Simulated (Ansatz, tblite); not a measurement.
Forces on BiCl₃ at its r2SCAN-D4/def2-SVP geometry. Total charge 0; singlet.

In the def2 sets Bi takes a core potential; there is no spin–orbit coupling. The xTB rows come from tblite.

GFN1-xTB (tblite), largest force 0.28 eV/Å:

```xyz
4
positions Å, forces eV/Å
Bi    0.852    0.238    0.041   -0.040   -0.011   -0.002
Cl    0.290   -2.164    0.136   -0.061    0.273   -0.019
Cl   -0.453    0.861   -1.960    0.035   -0.118    0.253
Cl   -0.689    1.065    1.783    0.066   -0.144   -0.232
```

GFN2-xTB (tblite), largest force 0.47 eV/Å:

```
Bi 0.455 0.127 0.022
Cl -0.155 -0.029 -0.008
Cl -0.151 -0.048 0.006
Cl -0.149 -0.050 -0.019
```

r2SCAN-D4/def2-TZVP (Ansatz), largest force 0.55 eV/Å:

```
Bi -0.532 -0.149 -0.025
Cl 0.073 0.429 -0.019
Cl 0.208 -0.122 0.363
Cl 0.251 -0.159 -0.319
```
